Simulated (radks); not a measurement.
The numbers below are computed, except where a source is named.
Se IV, configuration [Ar] 3d9 4s2 4p1 4f1 (not the ground configuration). Level of theory: Dirac Kohn-Sham, exchange-only LDA, spin-unpolarised, spherical densities, finite nucleus; open shells are shared between the two j in proportion to 2j + 1; Fermi nuclear charge, rms radius 4.14 fm (a radial shooting solver on a logarithmic mesh with Libxc functionals).

Spin-orbit splittings of the eigenvalues, e(l+1/2) - e(l-1/2), with zeta = 2 splitting/(2l+1) and mean radii in bohr:

\begin{tabular}{lrrrrr}
shell & occ. & splitting (eV) & zeta (eV) & <r> j=l-1/2 & <r> j=l+1/2 \\ \hline
2p & 6 & 41.67 & 27.78 & 0.1686 & 0.1724 \\
3p & 6 & 6.044 & 4.029 & 0.5755 & 0.5857 \\
3d & 9 & 0.9565 & 0.3826 & 0.6022 & 0.6059 \\
4p & 1 & 0.7390 & 0.4927 & 1.731 & 1.755 \\
4d & 0 & 0.07676 & 0.03070 & 2.372 & 2.380 \\
4f & 1 & 0.0007306 & 0.0002087 & 4.041 & 4.042 \\
5p & 0 & 0.1785 & 0.1190 & 3.928 & 3.966 \\
5f & 0 & 0.0004210 & 0.0001203 & 7.594 & 7.594 \\
\end{tabular}
